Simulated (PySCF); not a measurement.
Polarisability and C₆ of W (tungsten, neutral)

[Xe] 4f14 5d5 6s1, high-spin 7S determinant (an excited configuration). All numbers are calculated (PySCF 2.14, scalar relativity through the core potential, in aug-cc-pVTZ-PP with ECP60MDF (6s6p5d3f2g, 88 functions)). Coupled (time-dependent) response in atomic units; α is the mean over directions.

```json
{"method": "BP86", "mean α (bohr³)": "65.76", "C₆ (like pair)": "718.9", "S(−4)": "2313"}
```

S(−4) is the Cauchy moment in α(ω) = α(0) + S(−4) ω² + …

α(iu) at BP86:

| u (hartree) | α(iu) (bohr³) |
| --- | --- |
| 0 | 65.76 |
| 0.0500 | 60.68 |
| 0.100 | 50.56 |
| 0.200 | 33.75 |
| 0.300 | 23.96 |
| 0.500 | 14.24 |
| 0.750 | 8.912 |
| 1.00 | 6.240 |
| 1.50 | 3.641 |
| 2.00 | 2.407 |
| 3.00 | 1.275 |
| 5.00 | 0.5269 |

Energies and moments cover only the electrons outside the core potential. Spin-orbit coupling, which splits the p, d and f shells strongly at this Z, is absent.
